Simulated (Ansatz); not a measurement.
Hg6Te3Br6, relaxed as a singlet with RKS PBE-D4/def2-SVP in Ansatz, starting from the GFN1-xTB geometry. Force threshold 0.03 eV/Å.

In the def2 sets Hg, Te take a core potential; there is no spin–orbit coupling. Single mean-field runs in def2-SVP are fitted with def2-universal-jkfit. The structure comes from a short search, and lower isomers may exist.

Start:

```xyz
15

Hg    2.1497    0.0074    0.7357
Hg   -1.4386    1.8694    0.4872
Hg    0.1507    0.0474   -3.2349
Hg   -3.4534    0.0818   -2.6578
Hg    1.3489    0.8297    4.0485
Hg   -1.4931   -2.1850   -0.1085
Te   -1.7776   -2.1658   -2.8407
Te    0.9394    2.3326    1.7431
Te   -1.7055    2.2110   -2.2914
Br    0.7447   -2.3249    1.1161
Br    2.4805   -0.1605   -1.8089
Br    0.5474    0.1481    6.2633
Br    0.9540    0.1299   -5.5635
Br    3.5079   -0.4287    2.9583
Br   -2.9551   -0.3924    1.1533
```

```tsv
step	energy (eV)	largest force component (eV/Å)	SCF passes
1	-467120.6359	0.800	26
2	-467121.2282	0.415	28
3	-467121.3890	0.342	24
4	-467121.5535	0.491	23
5	-467121.7094	0.366	23
6	-467121.8362	0.311	26
7	-467121.9343	0.240	23
8	-467122.0159	0.392	23
9	-467122.0586	0.414	23
10	-467122.1150	0.268	22
11	-467122.1618	0.092	23
13	-467122.2457	0.114	22
15	-467122.3190	0.255	21
17	-467122.4094	0.192	22
19	-467122.5003	0.102	22
21	-467122.5724	0.164	21
23	-467122.6511	0.162	21
25	-467122.6948	0.208	22
27	-467122.7120	0.092	21
29	-467122.7220	0.028	21
31	-467122.7247	0.019	20
32	-467122.7248	0.013	18
```

Force components are those of the run's own axes.

End:

```xyz
15

Hg    2.760    0.315    1.023
Hg   -0.646    1.748   -0.152
Hg    0.084    1.458   -3.884
Hg   -2.476   -0.671   -1.990
Hg   -0.341    0.694    3.525
Hg   -0.730   -2.402    0.516
Te   -2.437   -3.283   -1.370
Te    1.140    2.362    1.897
Te   -2.187    2.059   -2.513
Br    0.975   -2.007    2.387
Br    0.948   -0.358   -1.429
Br   -1.408   -0.240    5.560
Br    1.991    1.200   -5.422
Br    4.782   -1.027    0.529
Br   -2.455    0.152    1.324
```

Bonds lost: Hg1–Br10, Hg3–Te7, Hg5–Br14, Hg6–Br15 (atoms count from 1). Bonds formed: Hg2–Br11 (atoms count from 1).

The force fell under the threshold at step 29, but the optimiser went on and released 0.003 eV more. No frequencies were taken in this run, so the end may be a saddle point.

Run time 2.8 min (2 threads of AMD EPYC 7R13 on a shared host and a share (18 GiB) of an NVIDIA H100 80GB HBM3), peak host memory 1.1 GiB.
